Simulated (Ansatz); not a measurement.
System: PH, net charge 0, triplet state. 
Structure (B3LYP-D3(BJ)/def2-TZVP (Ansatz, a quantum-chemistry and plane-wave program) minimum search):
```xyz
2

P      0.0000     0.0000    -0.0893
H      0.0000     0.0000     1.3392
```
Charge 0, spin multiplicity 3.

Basis-set convergence of Hartree-Fock and CCSD(T) correlation energies (hartree) with Ansatz. Cores are frozen in the correlated levels unless marked. Open shells are spin-unrestricted. No spin-orbit coupling. Non-relativistic.

```json
[
 {"basis": "def2-SVP", "functions": "23", "E(HF)": "-341.17604", "E(corr, CCSD(T))": "-0.10434"},
 {"basis": "def2-TZVPP", "functions": "56", "E(HF)": "-341.29228", "E(corr, CCSD(T))": "-0.13504"},
 {"basis": "def2-QZVPP", "functions": "100", "E(HF)": "-341.30201", "E(corr, CCSD(T))": "-0.14231"}
]
```

Extrapolating the two largest sets (X = 3 and 4) as X^-3: E(corr) = (64·(-0.14231) - 27·(-0.13504))/37 = -0.1476 Eh, an estimate of the basis-set limit. The largest set recovers 96.4 % of it, the smallest 70.7 %.
